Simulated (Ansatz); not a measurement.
Bi3S3⁺, relaxed as a singlet with RKS PBE-D4/def2-SVP in Ansatz, starting from the GFN1-xTB geometry. Force threshold 0.02 eV/Å.

In the def2 sets Bi takes a core potential; there is no spin–orbit coupling. The restricted singlet is unstable towards broken spin symmetry at other levels; at PBE-D4/def2-SVP this wasn't settled. Another isomer (singlet) lies 1.98 eV lower at PBE0-D4/def2-TZVP; other spin states weren't run for this one.

Start:

```
atom    x (Å)    y (Å)    z (Å)
 Bi1   1.6099   0.5047   0.7634
 Bi2  -0.7033   1.4638  -3.0969
 Bi3  -1.2588  -1.2189   0.6002
  S4  -0.5295   0.9499  -0.7137
  S5  -0.2195   0.1350   2.4247
  S6   1.1013  -1.8344   0.0223
```

```
         step  energy (eV)  largest force component (eV/Å)  SCF passes
            1  -50003.3040                           1.711          40
            2  -50003.6541                           0.955          28
            3  -50003.7189                           0.804          27
 4 (rejected)  -50003.7099                           0.604          29
            5  -50003.7815                           0.495          24
            6  -50003.8323                           0.139          24
            7  -50003.8552                           0.086          28
 8 (rejected)  -50003.8157                           0.751          27
            9  -50003.8616                           0.045          22
10 (rejected)  -50003.8593                           0.149          23
           11  -50003.8641                           0.018          21
           12  -50003.8652                           0.013          21
13 (rejected)  -50003.8626                           0.116          22
           14  -50003.8653                           0.018          23
```

Force components are those of the run's own axes.

End:

```xyz
6

Bi    1.776    0.362    0.935
Bi   -0.990    1.945   -3.048
Bi   -1.223   -1.448    0.771
S    -0.366    0.712   -1.130
S    -0.400    0.449    2.279
S     1.203   -2.020    0.193
```

By distances, no bond broke or formed. The bond that changes most is Bi3–S4, from 2.64 to 3.00 Å (atoms count from 1).

The force fell under the threshold at step 11, but the optimiser went on. No frequencies were taken in this run, so the end may be a saddle point.

Hardware: 4 threads of Arm Neoverse N1 on a shared host. Wall time 35 s.
